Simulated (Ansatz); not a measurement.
`O=P(O)(O)CCCCCCCCCCCOc1ccccc1` was relaxed with r2SCAN-D4 (def2-SVP) in Ansatz in these states: charge +1 doublet, neutral singlet. The geometries follow in no particular order.

Single mean-field runs in def2-SVP are fitted with def2-universal-jkfit.

A:

Cartesian coordinates in Å:
```
O -0.5644 4.3597 -3.5061
P 0.3581 5.4833 -3.1098
O 1.9381 5.1656 -3.1870
O 0.1761 6.7841 -4.0559
C 0.2158 6.0711 -1.4139
C 0.4410 4.9793 -0.3670
C -0.6835 3.9470 -0.3186
C -0.4725 2.8264 0.6969
C 0.7146 1.9113 0.3975
C 0.8172 0.7366 1.3693
C 2.0571 -0.1397 1.1733
C 2.2012 -0.7782 -0.2126
C 1.0437 -1.6561 -0.6989
C 0.7948 -2.9466 0.0970
C -0.1138 -2.7548 1.3057
O -0.2911 -4.0095 2.0020
C -1.1731 -4.9137 1.6235
C -2.0832 -4.7547 0.5391
C -2.9620 -5.7839 0.2520
C -2.9620 -6.9710 1.0197
C -2.0602 -7.1273 2.0924
C -1.1710 -6.1154 2.3972
H 2.2027 4.7601 -4.0281
H -0.6139 6.7096 -4.6146
H -0.7889 6.5195 -1.3245
H 0.9507 6.8898 -1.3261
H 0.5349 5.4669 0.6214
H 1.4151 4.4967 -0.5586
H -0.8133 3.5120 -1.3311
H -1.6345 4.4658 -0.1003
H -1.3918 2.2146 0.7407
H -0.3542 3.2605 1.7086
H 1.6596 2.4841 0.4331
H 0.6235 1.5413 -0.6412
H -0.1070 0.1308 1.2907
H 0.8213 1.1263 2.4032
H 2.0875 -0.9210 1.9553
H 2.9560 0.4747 1.3585
H 3.1280 -1.3789 -0.2312
H 2.3541 0.0182 -0.9612
H 0.1087 -1.0684 -0.7629
H 1.2666 -1.9559 -1.7365
H 0.3259 -3.7027 -0.5575
H 1.7518 -3.3797 0.4368
H -1.0987 -2.3460 1.0279
H 0.3352 -2.1004 2.0628
H -2.0902 -3.8432 -0.0603
H -3.6650 -5.6775 -0.5783
H -3.6650 -7.7720 0.7766
H -2.0643 -8.0479 2.6811
H -0.4559 -6.1911 3.2198
```

B:

Cartesian coordinates in Å:
```
O -0.867 4.649 3.362
P -1.805 4.170 4.417
O -1.155 3.031 5.390
O -2.308 5.348 5.424
C -3.369 3.396 3.972
C -3.215 2.114 3.148
C -2.694 2.358 1.730
C -2.561 1.085 0.894
C -1.507 0.102 1.402
C -1.326 -1.105 0.484
C -0.361 -2.166 1.018
C 1.064 -1.677 1.297
C 1.822 -1.043 0.125
C 2.126 -1.971 -1.061
C 1.021 -2.059 -2.109
O 1.398 -2.874 -3.211
C 2.214 -2.372 -4.172
C 2.669 -1.044 -4.231
C 3.491 -0.642 -5.291
C 3.871 -1.539 -6.290
C 3.416 -2.862 -6.223
C 2.597 -3.279 -5.177
H -0.191 3.035 5.288
H -1.735 6.124 5.322
H -3.956 4.158 3.431
H -3.892 3.204 4.924
H -4.197 1.611 3.096
H -2.545 1.427 3.693
H -1.721 2.877 1.779
H -3.381 3.058 1.219
H -2.308 1.367 -0.145
H -3.541 0.572 0.836
H -1.774 -0.256 2.414
H -0.547 0.641 1.516
H -0.996 -0.751 -0.511
H -2.311 -1.576 0.314
H -0.331 -3.020 0.317
H -0.773 -2.578 1.957
H 1.658 -2.528 1.677
H 1.037 -0.946 2.125
H 1.287 -0.144 -0.236
H 2.780 -0.667 0.521
H 3.041 -1.621 -1.570
H 2.352 -2.991 -0.702
H 0.723 -1.051 -2.455
H 0.120 -2.540 -1.704
H 2.394 -0.318 -3.463
H 3.839 0.395 -5.325
H 4.516 -1.214 -7.110
H 3.703 -3.580 -6.998
H 2.229 -4.306 -5.109
```

**Question.** Judge from the bond lengths which geometry belongs to which state (an estimate).

**Answer.** A is the charge +1 doublet (O16–C17 1.319 Å, C15–O16 1.446 Å, C17–C22 1.429 Å); B is the neutral singlet (O16–C17 1.357 Å, C15–O16 1.421 Å, C17–C22 1.406 Å).

At r2SCAN-D4/def2-SVP the gap within one spin of the relaxed charge 1 doublet nearly closes, so an electron or hole may be smeared out by delocalisation error.
